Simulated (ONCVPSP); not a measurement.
## Pseudopotential generation for P: ONCV, PBE, scalar-relativistic.

| Quantity | Value |
| --- | --- |
| Element | phosphorus |
| Generator | ONCVPSP 4.0.1 |
| Type | optimised norm-conserving Vanderbilt (ONCV) |
| Functional | PBE |
| Relativity | scalar-relativistic |
| Frozen core | [He] |
| Valence charge | 13 |
| Reference configuration | 2s2 2p6 3s2 3p1 (charge +2) |
| Partial waves | 2s+3s: rc 1.00 bohr, ncon 3, nbas 7, qcut 12.8 1/bohr, 3 projectors, debl 2.9 Ha; 2p+3p: rc 0.85 bohr, ncon 5, nbas 8, qcut 13.4 1/bohr, 2 projectors; d scattering state at 0.24 Ha: rc 0.85 bohr, ncon 4, nbas 7, qcut 12.1 1/bohr, local |
| Local potential | the d channel |
| Core correction | Teter function, fcfact 5, rcfact 1.5 |

* Cutoffs needed: 226 Ha and 274 Ha (the cutoffs (Ha) at which the residual kinetic energy of the hardest occupied pseudo-wave falls to 1 and 0.1 mHa per electron)
* Ghost test: no bound ghost flagged; no localised positive-energy state flagged
* Largest excitation error: +476 meV (all-electron minus pseudo) for 2s2 2p5 3s2 3p3, out of 4 test configurations
* rms error of d²Exc/dni dnj: 1.57 mHa without and 2.22 mHa with the model core
